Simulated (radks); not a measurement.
Problem. The boron ion B3+, [He]. Calculated with a radial shooting solver on a logarithmic mesh with Libxc functionals: non-relativistic Kohn-Sham, PBE, spin-polarised, spherical densities, point nucleus. Every spin shell is full or empty, so the densities are truly spherical. Functionals are evaluated on that one density, not self-consistently. Rank these orbital-free kinetic functionals by their error against the exact value of the orbitals, and give that value: Thomas-Fermi, von Weizsacker, TF + vW, TF + vW/9, TF + vW/5, LC94, APBEK, revAPBEK, Perdew 92, Thakkar, Pearson, LKT, PG1, DePristo-Kress, Ernzerhof.

Solution. Exact: 21.9369 hartree. From best to worst, with 100 (|E| - |E exact|)/|E exact| (equal figures are ties): von Weizsacker 0.00, APBEK +1.40, LC94 +1.52, Thakkar +1.76, TF + vW/9 +1.96, Perdew 92 +1.98, DePristo-Kress +2.00, revAPBEK +2.29, Pearson -3.01, Ernzerhof +5.66, Thomas-Fermi -9.15, TF + vW/5 +10.85, PG1 +54.06, LKT +61.51, TF + vW +90.85.
